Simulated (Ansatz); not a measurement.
Heat of formation of CH2BrCl (bromochloromethane) from total energies

The species is CH2BrCl (5 atoms), meant as a singlet with charge 0. As SMILES, `ClCBr`. The shape is that of a PBE0-D4/def2-TZVP optimisation.

Total energies at RPA@PBE0/def2-SVPD, 15 core orbitals frozen (Ansatz 0.2.0); the atoms run unrestricted:

```tsv
species	state	energy (Eh)
CH2BrCl	singlet	-3071.189128
Cl	doublet	-459.513495
C	triplet	-37.759431
Br	doublet	-2572.369763
H	doublet	-0.512994
```

Harmonic wavenumbers at PBE0-D4/def2-TZVP, in cm⁻¹: 228, 627, 763, 858, 1154, 1252, 1449, 3138, 3220.

Measured heats of formation of the gaseous atoms at 298.15 K, in kJ/mol: Cl 121.3, C 716.9, Br 111.9, H 218.0. Spin-orbit lowering of the atoms at 298 K (mean of the ground term's levels less their thermal mean, from spectra), in kJ/mol: Cl 3.44, C 0.02, Br 14.69. Take 1 Eh = 2625.50 kJ/mol, 1 cm⁻¹ = 0.0119627 kJ/mol, RT = 2.479 kJ/mol.

Task: Work out the heat of formation of the gas at 298 K.

Result: 
1. Electronic atomisation energy: (-459.513495) + (-37.759431) + (-2572.369763) + 2 × (-0.512994) − (-3071.189128) = 0.520451 Eh = 1366.4 kJ/mol.
2. Zero-point energy: half the sum of the wavenumbers, 6344.5 cm⁻¹ = 75.9 kJ/mol.
3. Thermal vibrational enthalpy, Σ hcν̃/(exp(hcν̃/kT) − 1): 2.2 kJ/mol. Translation, rotation and pV of a non-linear molecule: 4 RT = 9.9 kJ/mol.
4. The 5 free atoms carry 5/2 RT each: 31.0 kJ/mol.
5. Spin-orbit coupling lowers the free atoms by 3.44 + 0.02 + 14.69 = 18.1 kJ/mol.
6. Atomisation enthalpy at 298 K: 1366.4 − 18.1 − 75.9 − 2.2 − 9.9 + 31.0 = 1291.3 kJ/mol.
7. Sum of the atoms' heats of formation: 1386.1 kJ/mol. Heat of formation: 1386.1 − 1291.3 = +94.8 kJ/mol.

The tabulated value is -44.7 kJ/mol (Active Thermochemical Tables), so this level is off by +139.5 kJ/mol, or 9.8 % of the atomisation enthalpy that the table implies (1430.7 kJ/mol). Relativity is left out. Anharmonicity and any spin-orbit splitting of the molecule are left out, and so is core correlation.
